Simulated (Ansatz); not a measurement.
Input file for `[CH3][Sn+]([CH3])[CH3]`:

```yaml
crystal:
  periodic: [false, false, false]
  atoms:
    - {symbol: C, position_ang: [-0.595429, 1.825559, -0.817700]}
    - {symbol: Sn, position_ang: [0.000099, -0.024664, 0.001129]}
    - {symbol: C, position_ang: [1.376092, -0.034349, 1.599089]}
    - {symbol: C, position_ang: [-0.781140, -1.820008, -0.780753]}
    - {symbol: H, position_ang: [0.291976, 2.347726, -1.182661]}
    - {symbol: H, position_ang: [-1.044863, 2.429511, -0.026151]}
    - {symbol: H, position_ang: [-1.305858, 1.676878, -1.628535]}
    - {symbol: H, position_ang: [2.288100, 0.473886, 1.278024]}
    - {symbol: H, position_ang: [1.599533, -1.053590, 1.907955]}
    - {symbol: H, position_ang: [0.946823, 0.528129, 2.431455]}
    - {symbol: H, position_ang: [-0.529890, -1.874657, -1.842510]}
    - {symbol: H, position_ang: [-1.869364, -1.794531, -0.688326]}
    - {symbol: H, position_ang: [-0.376088, -2.679879, -0.251017]}
basis:
  gaussian: {orbitals: def2-SVP}
total_charge: 1
correlation: {method: ccsd_t}
```

```sh
$ ansatz run in.yaml --threads 2 --pin off --events-out ev --progress --plain --max-ram 32768MiB --backend cpu
```

Log, shortened:

```
Functional definition: HF
1252 factors; integrals over basis functions are off by at most 1.3e-3 eV
mean field evaluation 1: about -9025.3635 eV, gradient 4.3e1 eV
mean field evaluation 2: about -9025.3710 eV, gradient 4.3e1 eV
mean field evaluation 4: about -9030.1690 eV, gradient 2.7e0 eV
mean field evaluation 8: about -9030.2072 eV, gradient 1.4e-4 eV
mean field -9030.20717987 eV, -331.8539929660 hartree, gradient 4.6e-6 eV, S^2 0.000000; 0 other end points of the search recorded, 0 dependent functions left out
7 core orbitals not correlated: weight in the atoms' cores, before any rotation towards them, 1.000 or more for the frozen orbitals, at most 0.000 for the correlated occupied ones
reference -9030.20717987 eV, -331.8539929660 hartree; 17, 17 occupied and 89, 89 virtual orbitals, 1252 factors
second order -14.49746830 eV of doubles, -0.00000000 eV of singles
cycle   1  -15.54581075 eV  change    -1.0e0 eV  update   8.4e-2
cycle   2  -15.97709845 eV  change   -4.3e-1 eV  update   2.5e-2
cycle   3  -16.04529392 eV  change   -6.8e-2 eV  update   9.5e-3
cycle   4  -16.04654797 eV  change   -1.3e-3 eV  update   2.4e-3
cycle   5  -16.04605667 eV  change    4.9e-4 eV  update   8.0e-4
cycle   6  -16.04586505 eV  change    1.9e-4 eV  update   2.1e-4
cycle   7  -16.04583528 eV  change    3.0e-5 eV  update   6.0e-5
cycle   8  -16.04583149 eV  change    3.8e-6 eV  update   2.1e-5
perturbative correction -0.48058331 eV, -0.0176611108 hartree
Total energy: -9046.73359467 eV, -332.4613275079 hartree
```

Run time 18 s (2 threads of a server CPU on a shared host); peak host memory 0.68 GiB.

Correlation energy per correlated electron: -0.486 eV. T1 diagnostic: 0.0086.
